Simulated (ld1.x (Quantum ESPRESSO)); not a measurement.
**Building the TM potential for Hf (Z = 72) (PBE, fully relativistic).**

```
Element                 : hafnium
Generator               : ld1.x (Quantum ESPRESSO) 7.5
Type                    : norm-conserving Troullier–Martins (Kleinman–Bylander form)
Functional              : PBE
Relativity              : fully relativistic
Frozen core             : [Kr] 4d10 4f14
Valence charge          : 12
Reference configuration : 5s2 5p6 5d2 6s0 6p0 (charge +2)
Partial waves           : 5p (bound): rc 2.10 bohr; 5d (bound): rc 2.55 bohr; 5s (bound): rc 1.30 bohr
Local potential         : the s channel
Core correction         : Bessel-smoothed model core inside 0.80 bohr
```

Open shells are filled in proportion to 2j + 1 (rel_dist='average').

Poles of the logarithmic derivatives, all-electron (AE) and pseudo (PS). s: poles at -6.0, 1.0 (AE) and -6.0, 0.9 (PS) Ry. p1/2: poles at -4.1, 2.2 (AE) and -4.1, -2.6, 2.7 (PS) Ry. p3/2: poles at -3.4, 2.8 (AE) and -3.4, 2.5 (PS) Ry. d3/2: poles at -0.7 (AE) and -0.7 (PS) Ry. d5/2: poles at -0.6 (AE) and -0.6 (PS) Ry. Test radius 2.77 bohr.

- Cutoffs needed: 80 Ry and 140 Ry (the cutoffs (Ry, on a coarse ladder) from which the occupation-weighted sum of valence levels, in a spherical-Bessel basis at the reference potential, stays within 10 and 1 mRy of its value at 400 Ry)
- Ghost test: ghost state, extra bound levels that the all-electron valence spectrum of the same l lacks: p1/2 at -35.3 eV; a true bound ghost makes a file unfit for plane-wave use (spherical-Bessel basis up to 400 Ry, 20 bohr box)
- Configuration tests: 2 of 7 tests not solved or not reliable
